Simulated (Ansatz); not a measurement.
**Molecular dynamics of H₇C₂Cl**

Input file:

```yaml
crystal:
  lattice:
    - [8.802272, 0.0, 0.0]
    - [0.0, 8.802272, 0.0]
    - [0.0, 0.0, 8.802272]
  atoms:
    - { symbol: C, position: [0.51014479, 0.94691271, 0.24181277] }
    - { symbol: H, position: [0.62253828, 0.99734319, 0.20902602] }
    - { symbol: H, position: [0.40633123, 1.01617274, 0.21554722] }
    - { symbol: H, position: [0.50267269, 0.9286174, 0.36990274] }
    - { symbol: H, position: [0.49128499, 0.83368479, 0.19720442] }
    - { symbol: C, position: [0.49106718, 0.17413262, 0.83767966] }
    - { symbol: H, position: [0.42101912, 0.16463731, 0.73949645] }
    - { symbol: H, position: [0.58567279, 0.235766, 0.79801525] }
    - { symbol: H, position: [0.55911983, 0.07193142, 0.88854094] }
    - { symbol: H, position: [0.42847036, 0.24889078, 0.92199083] }
    - { symbol: C, position: [0.15134649, 0.53047412, 0.82240823] }
    - { symbol: H, position: [0.18756868, 0.44767005, 0.90691633] }
    - { symbol: H, position: [0.02677181, 0.52592577, 0.8270919] }
    - { symbol: H, position: [0.16651688, 0.49370512, 0.71392281] }
    - { symbol: H, position: [0.19400484, 0.64321178, 0.8454487] }
    - { symbol: C, position: [0.52865369, 0.75151487, 0.76204683] }
    - { symbol: H, position: [0.48186839, 0.65752861, 0.84262068] }
    - { symbol: H, position: [0.59845947, 0.82838021, 0.83373483] }
    - { symbol: H, position: [0.43602891, 0.81412742, 0.70694628] }
    - { symbol: H, position: [0.58986807, 0.69836021, 0.66672635] }
    - { symbol: C, position: [0.93669554, 0.81088463, 0.564081] }
    - { symbol: Cl, position: [0.89133684, 0.62451982, 0.49141564] }
    - { symbol: H, position: [1.00970835, 0.85766334, 0.47374963] }
    - { symbol: H, position: [0.84558736, 0.88690478, 0.5481485] }
    - { symbol: H, position: [0.99329439, 0.80099719, 0.67616246] }
    - { symbol: C, position: [0.34690622, 0.50311575, 0.34572991] }
    - { symbol: Cl, position: [0.55696491, 0.51585826, 0.31962042] }
    - { symbol: H, position: [0.32151922, 0.58806746, 0.43586619] }
    - { symbol: H, position: [0.29774815, 0.52649548, 0.23105078] }
    - { symbol: H, position: [0.34114254, 0.38876506, 0.39569022] }
    - { symbol: C, position: [0.13153921, -0.02881995, 0.87045637] }
    - { symbol: Cl, position: [0.03433343, 0.12162189, 0.77462035] }
    - { symbol: H, position: [0.10766523, -0.01572057, 0.99414284] }
    - { symbol: H, position: [0.06587995, -0.13001267, 0.83243528] }
    - { symbol: H, position: [0.23946791, -0.02629037, 0.82071918] }
    - { symbol: C, position: [0.06801415, 0.28377815, 0.33924405] }
    - { symbol: Cl, position: [-0.10880864, 0.17975631, 0.31370329] }
    - { symbol: H, position: [0.0433544, 0.40566294, 0.33527465] }
    - { symbol: H, position: [0.08191073, 0.24706195, 0.46023485] }
    - { symbol: H, position: [0.15011954, 0.24241852, 0.25309469] }
basis:
  ecutwfc: 250.0
kpoints:
  mp_grid: { grid: [1, 1, 1] }
hamiltonian:
  xc: pbe
scf:
  occupations: { method: fermi_dirac, width: 0.05 }
  lower_state_search: "off"
  max_iter: 99
md:
  timestep: 0.5
  n_steps: 200
  ensemble: nve
  temperature: 500.0
  initial_velocities: maxwell_boltzmann
  seed: 448678
```

Run as:

```bash
$ ansatz run input.yaml --threads 1 --pin off --max-ram 3072MiB --backend cpu --events-out ev --progress --plain --runs-dir out
```

It goes on from the last frame of an earlier run, with new velocities.

Output, in part (step lines):

```
md step     0: t =     0.00 fs  T =   500.0 K  F+E_penalty+E_count = -6771.17913664 eV  E_kin = 2.520570 eV  conserved = -6768.65856666 eV  (9 SCF iters)
md step     1: t =     0.50 fs  T =   497.7 K  F+E_penalty+E_count = -6771.16778224 eV  E_kin = 2.508913 eV  conserved = -6768.65886973 eV  (7 SCF iters)
md step     2: t =     1.00 fs  T =   497.5 K  F+E_penalty+E_count = -6771.16753759 eV  E_kin = 2.508160 eV  conserved = -6768.65937772 eV  (7 SCF iters)
md step     3: t =     1.50 fs  T =   498.1 K  F+E_penalty+E_count = -6771.17065206 eV  E_kin = 2.511098 eV  conserved = -6768.65955379 eV  (7 SCF iters)
md step     4: t =     2.00 fs  T =   498.9 K  F+E_penalty+E_count = -6771.17401787 eV  E_kin = 2.514824 eV  conserved = -6768.65919369 eV  (7 SCF iters)
md step     5: t =     2.50 fs  T =   500.6 K  F+E_penalty+E_count = -6771.18219729 eV  E_kin = 2.523619 eV  conserved = -6768.65857822 eV  (4 SCF iters)
md step     6: t =     3.00 fs  T =   504.9 K  F+E_penalty+E_count = -6771.20353664 eV  E_kin = 2.545334 eV  conserved = -6768.65820284 eV  (4 SCF iters)
md step     7: t =     3.50 fs  T =   512.7 K  F+E_penalty+E_count = -6771.24306289 eV  E_kin = 2.584673 eV  conserved = -6768.65839004 eV  (3 SCF iters)
[... lines left out ...]
```

The steps, from the saved trajectory:

| time (fs) | T (K) | potential energy less start (eV) | conserved less start (meV/atom) |
| --- | --- | --- | --- |
| 0.0 | 500 | 0.000 | 0.00 |
| 3.0 | 505 | -0.024 | 0.01 |
| 6.0 | 554 | -0.274 | -0.06 |
| 9.0 | 544 | -0.226 | -0.05 |
| 12.0 | 504 | -0.022 | -0.03 |
| 15.0 | 487 | 0.065 | -0.01 |
| 18.0 | 516 | -0.079 | -0.02 |
| 21.0 | 573 | -0.374 | -0.09 |
| 24.0 | 514 | -0.069 | 0.00 |
| 27.0 | 537 | -0.186 | -0.05 |
| 30.0 | 539 | -0.196 | -0.04 |
| 33.0 | 546 | -0.235 | -0.08 |
| 36.0 | 485 | 0.075 | -0.01 |
| 39.0 | 501 | -0.008 | -0.06 |
| 42.0 | 532 | -0.162 | 0.02 |
| 45.0 | 603 | -0.525 | -0.10 |
| 48.0 | 495 | 0.028 | 0.04 |
| 51.0 | 534 | -0.177 | -0.08 |
| 54.0 | 523 | -0.113 | 0.02 |
| 57.0 | 583 | -0.421 | -0.08 |
| 60.0 | 509 | -0.043 | 0.03 |
| 63.0 | 524 | -0.125 | -0.05 |
| 66.0 | 537 | -0.188 | 0.01 |
| 69.0 | 565 | -0.332 | -0.05 |
| 72.0 | 506 | -0.029 | 0.04 |
| 75.0 | 561 | -0.311 | -0.08 |
| 78.0 | 542 | -0.211 | 0.01 |
| 81.0 | 576 | -0.385 | -0.07 |
| 84.0 | 497 | 0.017 | 0.02 |
| 87.0 | 513 | -0.068 | -0.04 |
| 90.0 | 559 | -0.298 | -0.04 |
| 93.0 | 581 | -0.412 | -0.05 |
| 96.0 | 559 | -0.300 | -0.03 |
| 99.0 | 537 | -0.191 | -0.05 |

The run went to its last step. The conserved energy stayed within 0.1 meV per atom of its start (net change 0.02 meV per atom), so the integration is sound. A run of 0.1 ps of so small a system gives no equilibrium averages. The plane-wave cutoff is below what these datasets need, so energies and pressures aren't converged. Limits of this set-up: coarse k mesh.

Mean squared displacements from the first frame to the last, about the centre of mass: C 0.55 Å², H 2.61 Å², Cl 0.27 Å².

Last frame:

```xyz
40
Lattice="8.8023 0.0000 0.0000 0.0000 8.8023 0.0000 0.0000 0.0000 8.8023" Properties=species:S:1:pos:R:3
C 4.460 8.432 1.916
H 4.790 7.502 1.293
H 3.755 8.060 2.692
H 4.200 9.137 1.225
H 5.450 8.752 2.304
C 4.488 1.934 7.496
H 3.922 2.812 7.787
H 4.851 1.978 6.438
H 3.748 1.134 7.625
H 5.272 1.573 8.186
C 1.213 4.373 7.880
H 1.599 5.251 8.502
H 2.072 3.989 7.157
H 0.335 4.778 7.327
H 0.838 3.507 8.480
C 4.114 6.361 6.648
H 3.573 7.080 6.044
H 5.162 6.717 6.730
H 4.157 5.479 5.936
H 3.689 6.292 7.661
C 8.482 7.058 3.655
Cl 8.504 5.456 4.441
H 8.905 7.855 4.431
H 9.221 6.947 2.965
H 7.449 7.409 3.407
C 3.422 4.359 2.493
Cl 5.128 4.573 2.989
H 2.919 5.008 3.116
H 3.413 4.557 1.407
H 3.277 3.345 2.856
C 0.914 -0.210 8.466
Cl 0.069 0.818 7.175
H 0.238 -0.333 9.294
H 1.025 -1.171 7.880
H 1.853 0.306 8.643
C 0.281 2.617 2.479
Cl -1.409 1.871 2.589
H 0.226 3.414 1.722
H 0.330 2.851 3.560
H 1.013 1.862 2.251
```

Time of the run: 5 min on 1 thread of Arm Neoverse V1, on a shared host, peak memory 0.39 GiB.
